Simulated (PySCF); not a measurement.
Working out the ionisation energy of Hg

Hg [Xe] 4f14 5d10 6s2 (1S) → Hg⁺ [Xe] 4f14 5d10 6s1 (2S). Computed with PySCF 2.14 in ANO-RCC-VTZP (8s7p5d3f1g, 84 functions), with scalar relativity by spin-free X2C-1e. Frozen: [Kr] 4d10 4f14. Energies in hartree (1 hartree = 27.21139 eV):

```
             part     Hg (lower)    Hg⁺ (upper)
              UHF  -19619.186780  -19618.874433
MP2 opposite-spin      -0.424030      -0.372859
    MP2 same-spin      -0.217379      -0.195404
```

**Question.** What does Hartree-Fock give?

**Answer.** (-19618.874433) − (-19619.186780) = 0.312347 hartree = 8.499 eV.

**Question.** What do MP2 and SCS-MP2 (6/5 opposite-spin, 1/3 same-spin) give?

**Answer.** The opposite-spin parts differ by 1.392 eV and the same-spin parts by 0.598 eV. MP2: 8.499 + (1.392) + (0.598) = 10.489 eV. SCS-MP2: 8.499 + 1.2 × (1.392) + (0.598)/3 = 10.369 eV.

Measured between the centres of the two terms (NIST): 10.438 eV, so MP2 (valence and next inner shell) is off by 0.051 eV.

What remains against the reference includes basis incompleteness, the frozen core and correlation beyond second order.
